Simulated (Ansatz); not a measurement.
Computed with Ansatz.

A structure relaxed at PBE0-D4/def2-TZVP, charge 0, multiplicity 1:

```xyz
16

C    -2.4292    0.8392    0.4989
C    -1.0688    0.2248    0.5977
C    -0.2091    0.2814   -0.5031
C     1.0846   -0.2454   -0.5600
C     1.8810   -0.1014   -1.8181
O     1.6771   -0.8578    0.3839
Zn    0.8728   -1.1745    2.1004
Cl    1.5947   -2.1481    3.8384
O    -0.8036   -0.3163    1.7176
H    -2.5354    1.5951    1.2807
H    -3.1810    0.0710    0.6949
H    -2.6148    1.2914   -0.4736
H    -0.5776    0.7770   -1.3899
H     1.3372    0.4255   -2.6001
H     2.8074    0.4325   -1.5931
H     2.1647   -1.0944   -2.1747
```

(1) Give its formula and SMILES.

(2) Point group (tolerance 0.08 Å, 0.16 Å for H)?

(3) Summarise the bond lengths by kind.

## Answers

(1) C5H7ClO2Zn, `CC1=CC(C)=[O+][Zn-]([Cl])[O]1`.

(2) C2v.

(3) 4 × C–C 1.398 to 1.496 Å; 7 × C–H 1.081 to 1.093 Å; 2 × C–O 1.272 Å; 2 × O–Zn 1.922 Å; 1 × Cl–Zn 2.119 Å.
